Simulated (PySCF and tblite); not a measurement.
Results of a calculation; reference values are marked as such.
**Barrier and rate of a rotation**

System: C7H7NS, numbered as in [CH2:1]=[CH:2][c:3]1[cH:4][n:5][s:6][c:7]1[CH:8]=[CH2:9].

Motion: rotation about the C7–C8 bond (torsion C3–C7–C8–C9 from -180° to -27°, rising). Level: PBE0/pcSseg-1 + D3(BJ) on GFN2-xTB stationary points, with GFN2-xTB thermal terms. Rates follow Eyring's equation with the number of equivalent paths and no tunnelling. Programs: tblite and PySCF.

| point | symmetry | E(GFN2) kcal/mol | E(DFT) kcal/mol | ZPE change kcal/mol | lowest mode cm⁻¹ | dipole D |
| --- | --- | --- | --- | --- | --- | --- |
| start | Cs | 0.0 | 0.0 | 0.00 | 38 | 2.55 |
| saddle | C1 | 4.5 | 2.8 | -0.21 | 102i | 2.66 |
| end | C1 | 1.5 | 0.8 | 0.18 | 73 | 2.62 |

```
Electronic barrier                                      : 2.8 kcal/mol
Barrier with zero-point energy                          : 2.6 kcal/mol
ΔH‡ (298 K)                                             : 2.2 kcal/mol
ΔS‡ (298 K, symmetry apart)                             : -3.1 cal/(mol K)
Paths                                                   : 2 equivalent paths
End point                                               : a different minimum
Mean lifetime of the start against this motion at 298 K : 15 ps
Cost                                                    : 100 s on 1 thread of Arm Neoverse V1, shared host (rough), peak memory 0.89 GiB, launched as `OMP_NUM_THREADS=1 python ens_run.py task.json out`
```

```tsv
T/K	ΔG‡ kcal/mol	k s⁻¹	ΔG kcal/mol	k back s⁻¹
150	2.8	5.6×10⁸	1.1	1×10¹⁰
200	2.9	6.2×10⁹	1.1	5.1×10¹⁰
250	3.0	2.6×10¹⁰	1.1	1.3×10¹¹
298	3.1	6.9×10¹⁰	1.2	2.5×10¹¹
350	3.2	1.4×10¹¹	1.2	4.1×10¹¹
400	3.3	2.5×10¹¹	1.2	5.9×10¹¹
500	3.6	5.4×10¹¹	1.3	9.7×10¹¹
```

ΔG and ΔG‡ leave out symmetry numbers and mirror images; rates count paths: 2 out, 1 back.
